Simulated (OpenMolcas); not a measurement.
# As: Slater's ratio, thermal populations, worked from levels

| Property | Result |
| --- | --- |
| Program | OpenMolcas 26.06 |
| Basis | ANO-RCC-VQZP [7s6p4d2f1g] |
| Scalar Hamiltonian | DKH2, point nucleus |
| Active space | 3 electrons in 9 orbitals (RAS2 4p; RAS3 4d 5s, at most 1 electron) |
| State averaging | 2S+1 = 4 odd, 1 root; 2S+1 = 2 odd, 8 roots; 2S+1 = 4 even, 15 roots; 2S+1 = 2 even, 8 roots |
| Spin-orbit coupling | RASSI with atomic mean-field integrals over the reference wave functions, term energies averaged over their components |

Methods: RASSCF; SS-RASPT2, IPEA 0.25 Eh, imaginary shift 0.1 Eh (closed shells correlated: 3d 4s). Measured levels: NIST Handbook of Basic Atomic Spectroscopic Data.

**Slater's ratio.** With one set of orbitals, p3 has ²D° - ⁴S° = 9 F2 and ²P° - ²D° = 6 F2 (F2 = F²/25), a ratio of 2/3. Term energies are centres of gravity, weighted by 2J + 1.

```tsv
Source	²D° - ⁴S°	²P° - ⁴S°	F2 from the first	Ratio
RASSCF	14614	24399	1624	0.670
SS-RASPT2	11469	21868	1274	0.907
measured	10786	18494	1198	0.715
```

Energies in cm-1. A ratio away from 2/3 shows effects beyond one configuration with one set of orbitals, and in heavier atoms second-order spin-orbit shifts.

**Thermal populations.** Z = Σ (2J + 1) exp(-E/kT) with k = 0.695035 cm-1/K, over the levels below. No other level of either list lies under 50600 cm-1, which is above 7 kT at each temperature.

```
          Level  2J + 1  SS-RASPT2  measured
4s² 4p³ ⁴S°_3/2       4        0.0       0.0
4s² 4p³ ²D°_3/2       4      11360     10593
4s² 4p³ ²D°_5/2       6      11540     10915
4s² 4p³ ²P°_1/2       2      21710     18186
4s² 4p³ ²P°_3/2       4      21950     18648
```

| T (K) | Z, SS-RASPT2 | Z, measured levels | Ground level (%), SS-RASPT2 | Ground level (%), measured levels |
| --- | --- | --- | --- | --- |
| 5000 | 4.380 | 4.479 | 91.3 | 89.3 |
| 8000 | 5.389 | 5.654 | 74.2 | 70.8 |

At 8000 K, kT = 5560 cm-1, and the computed levels give Z = 4.000 + 0.519 + 0.753 + 0.040 + 0.077 = 5.389.

Term energies are means over components that CASPT2 splits; among the terms shown or strongly mixed into the levels shown the widest spread is 120 cm-1 (4s² 4p³ ²D°, SS-RASPT2). With the s shell closed, the reference lacks s² → p² mixing. Without dynamic correlation excited terms often stand tens of per cent too high (terms of higher spin than the ground term too low), and those without a measured partner can miss by more than the paired ones (holds for RASSCF). Some terms miss by over 15 % even with CASPT2, which points to a basis or an active space too small for the shells correlated (holds for SS-RASPT2). Measured partners are found by configuration, term and J. A level has none where our copy of the source lacks it or the pairing is in doubt (some pairs that miss far off the trend of their configuration count as doubtful), and it then counts in no deviation. Only configurations of the active space appear.

° marks odd parity.
